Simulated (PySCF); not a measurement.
## How methods differ on the excitation energy of Cr⁺

Cr⁺ [Ar] 3d5 (6S) → Cr⁺ [Ar] 3d4 4p1 (high-spin determinant), as a difference of total energies. All numbers are calculated (PySCF 2.14, no relativity, point nucleus, in def2-QZVPPD (11s6p5d3f2g, 93 functions)). Correlated levels: valence: [Ar] frozen. The calculations carry no spin-orbit coupling.

| method | excitation energy (eV) |
| --- | --- |
| UHF | 5.030 |
| MP2 (valence) | 5.802 |
| SCS-MP2 (valence) | 5.287 |
| CCSD (valence) | 5.760 |
| CCSD(T) (valence) | 5.784 |

Q: How much does correlation contribute at CCSD(T) (valence)?

A: 5.784 − (5.030) = 0.754 eV, measured against UHF.

The determinant of the upper state mixes LS terms, which raises its energy above the lowest term, most at the Hartree-Fock and MP2 levels.
